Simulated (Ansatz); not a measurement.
Born–Oppenheimer molecular dynamics of CH6BF2N (11 atoms, charge 0, multiplicity 1). It starts at the highest image of a converged band. Of that band: Neighbouring images differ by up to 1.8 eV, so the band resolves the path poorly. A vibrational analysis at the climbing image gives one clearly imaginary mode, 1386i cm⁻¹: a first-order saddle point.

Theory: Ansatz 0.2.0, RKS BLYP-D4/def2-SVP.

```
ensemble                      : NVE (velocity Verlet)
time step                     : 0.5 fs
steps asked                   : 200
starting velocities drawn for : 300 K
seed                          : 3738
```

First frame:

```xyz
11
Properties=species:S:1:pos:R:3
B -0.068 -0.501 0.242
C -0.091 0.187 1.996
H -1.092 0.265 2.461
H 0.669 -0.035 2.778
H 0.187 1.183 1.600
F 1.135 -0.142 -0.308
F -1.200 -0.016 -0.352
N -0.127 -2.036 0.590
H -1.023 -2.503 0.409
H 0.664 -2.607 0.271
H -0.059 -1.161 1.605
```

(1) How far do the bonds stretch over the last three quarters of this one trajectory? (Pairs bonded in most of those frames.)

## Answers

(1) 
```csv
bond,mean (Å),spread (Å),shortest,longest
B1–F6,1.346,0.015,1.32,1.37
B1–F7,1.348,0.025,1.31,1.39
B1–N8,1.434,0.049,1.34,1.52
C2–H3,1.112,0.017,1.08,1.15
C2–H4,1.117,0.044,1.05,1.18
C2–H5,1.110,0.007,1.09,1.13
C2–H11,1.110,0.017,1.07,1.13
N8–H9,1.028,0.005,1.02,1.04
N8–H10,1.028,0.004,1.02,1.04
```

Mean temperature of the second half: 1825 K. The conserved energy stayed within 0.16 meV per atom of its start (net change -0.00045 meV per atom), so the integration is sound. The kinetic energy rose, since the run started high on the potential surface and went downhill. It ends in pieces (BF2H2N + CH4), so much of that is their flight and rotation, not heat. A run of 0.1 ps of so small a system gives no equilibrium averages. The orbitals stay closed-shell, which can raise the energy where a bond breaks towards radicals; this wasn't checked here.

Time of the run: 5.3 min on 2 threads of Arm Neoverse V1, with other jobs on the host, peak memory 0.13 GiB.
